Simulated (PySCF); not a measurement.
A calculated (B3LYP, PySCF 2.14, aug-cc-pwCVTZ-X2C, the spin-free X2C one-electron Hamiltonian (Gaussian nucleus)) atom or ion has these occupied shells.

| shell | electrons | orbital energy (eV) | rms radius, mean of both spins (bohr) |
| --- | --- | --- | --- |
| 1s | 2 | -3554.2 | 0.0937 |
| 2s | 2 | -368.67 | 0.421 |
| 2p | 6 | -293.64 | 0.390 |
| 3s | 2 | -44.139 | 1.36 |
| 3p | 6 | -26.525 | 1.55 |

Name the element and its charge.

K⁺ (potassium, charge +1), in [Ar], closed-shell 1S.
